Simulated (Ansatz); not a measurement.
All numbers were calculated with Ansatz.

Basis-set series for CH5BrOSi2 (`[SiH3][Si@H]1O[C@@H]1Br`). Charge 0, multiplicity 1. Geometry: relaxed with PBE0-D4/def2-TZVP.

```
functional       basis  functions  energy (Eh)  HOMO (eV)  LUMO (eV)
   PBE0-D4    def2-SVP        121  -3268.20119      -7.16      -1.27
   PBE0-D4  def2-TZVPP        264  -3268.85920      -7.23      -1.50
   ωB97M-V    def2-SVP        121  -3268.62704      -9.27       0.66
   ωB97M-V  def2-TZVPP        264  -3269.28853      -9.36       0.31
```

(1) Give the rows for def2-QZVPP. (An estimate is asked.)

Answers

(1) The calculation gave: 
```json
{"functional": "PBE0-D4", "basis": "def2-QZVPP", "functions": "493", "energy (Eh)": "-3268.93796", "HOMO (eV)": "-7.25", "LUMO (eV)": "-1.55"}
{"functional": "ωB97M-V", "basis": "def2-QZVPP", "functions": "493", "energy (Eh)": "-3269.36388", "HOMO (eV)": "-9.39", "LUMO (eV)": "0.20"}
```

Positive LUMOs are unbound and depend on the basis. Scalar relativity is left out up to krypton.
